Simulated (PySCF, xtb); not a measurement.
C2F3, SMILES F[C]=C(F)F, multiplicity 2.

Harmonic wavenumbers (cm⁻¹) from GFN2-xTB (xtb 6.7.1) at its own minimum, in rising order: 174, 206, 393, 431, 538, 862, 1091, 1222, 1850.

Problem. What does B3LYP-D3(BJ)/def2-SVP run with PySCF give at its own minimum? (The exact figures need the calculation; the answer reports its results.)

Solution. 211, 255, 488, 502, 620, 933, 1267, 1329, 1872. Paired by order, the mean absolute difference is 79 cm⁻¹ and the zero-point energies are 9.7 and 10.7 kcal/mol.
